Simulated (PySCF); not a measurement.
Broadened absorption spectrum of C4F2O2

Species: C4F2O2.
SMILES: `O=C(F)C#CC(=O)F`

Computed with PySCF, TDDFT B3LYP/def2-SVPD, vertical, gas phase, core orbitals frozen in the response. Geometry: GFN2-xTB; no solvent, vibrations or thermal averaging.

Computed states:

| state | E (eV) | f |
| --- | --- | --- |
| S1 | 4.89 | 0.0000 |
| S2 | 4.95 | 0.0001 |
| S3 | 5.34 | 0.0003 |
| S4 | 5.74 | 0.0000 |
| S5 | 5.76 | 0.0007 |
| S6 | 6.22 | 0.081 |
| S7 | 6.56 | 0.0031 |
| S8 | 7.32 | 0.931 |

Broadening: Gaussians 0.4 eV wide at half height, area fixed by f = 4.319×10⁻⁹ ∫ε dν̃. The cross-section is σ = 3.8235×10⁻²¹ ε cm², given in Mb (10⁻¹⁸ cm²). The width is an assumption, not a result. The curve ends short of the highest state used, and states not computed would add to its high-energy end.

Question: What does the envelope look like, and where are its maxima?

Answer: 
| λ (nm) | σ (Mb) |
| --- | --- |
| 184.5 | 1.25 |
| 186.4 | 1.61 |
| 188.3 | 2.88 |
| 190.2 | 5.20 |
| 192.1 | 8.69 |
| 194.0 | 13.02 |
| 195.9 | 17.26 |
| 197.8 | 20.19 |
| 199.6 | 20.92 |
| 201.5 | 19.35 |
| 203.4 | 15.99 |
| 205.3 | 11.89 |
| 207.2 | 8.02 |
| 209.1 | 4.95 |
| 211.0 | 2.84 |
| 212.9 | 1.55 |
| 214.8 | 0.84 |
| 216.7 | 0.47 |
| 218.6 | 0.29 |
| 220.5 | 0.20 |
| 222.4 | 0.15 |
| 224.3 | 0.12 |
| 226.2 | 0.10 |
| 228.1 | 0.09 |
| 230.0 | 0.08 |
| 231.9 | 0.08 |
| 233.8 | 0.07 |
| 235.7 | 0.06 |
| 237.6 | 0.06 |
| 239.5 | 0.05 |
| 241.3 | 0.04 |
| 243.2 | 0.04 |
| 245.1 | 0.03 |
| 247.0 | 0.03 |
| 248.9 | 0.03 |
| 250.8 | 0.03 |
| 252.7 | 0.03 |
| 254.6 | 0.02 |
| 256.5 | 0.02 |
| 258.4 | 0.02 |
| 260.3 | 0.01 |
| 262.2 | 0.01 |
| 264.1 | 0.01 |
| 266.0 | 0.01 |
| 267.9 | 0.01 |
| 269.8 | 0.00 |
| 271.7 | 0.00 |
| 273.6 | 0.00 |
| 275.5 | 0.00 |
| 277.4 | 0.00 |
| 279.3 | 0.00 |
| 281.2 | 0.00 |
| 283.0 | 0.00 |
| 284.9 | 0.00 |
| 286.8 | 0.00 |
| 288.7 | 0.00 |

Maxima: 199 nm (6.22 eV), ε about 5500, made up of S6 (99%) (ε in L mol⁻¹ cm⁻¹; maxima over ε = 5, shares over 10%). At its high-energy end, 6.72 eV, the curve is still rising (ε about 330, from S6, S7 and S8).

Question: Coming from long wavelengths, where does ε first pass 100 L mol⁻¹ cm⁻¹?

Answer: At about 217 nm (5.70 eV), 0.81 eV above S1.

Question: On this curve, what absorbance would a 10⁻³ mol/L sample give at 254 nm over a 1 cm path?

Answer: 254 nm is 4.881 eV, where ε is about 6.2 L mol⁻¹ cm⁻¹, so A = ε c l ≈ 0.0062 (Beer–Lambert, with the gas-phase spectrum and the assumed width).

Question: What would ε be at 6.22 eV, the highest of these maxima, with half the width (0.2 eV)?

Answer: About 10900 L mol⁻¹ cm⁻¹ against 5480, a factor of about 1.99; a lone state at its own centre would give exactly 2.
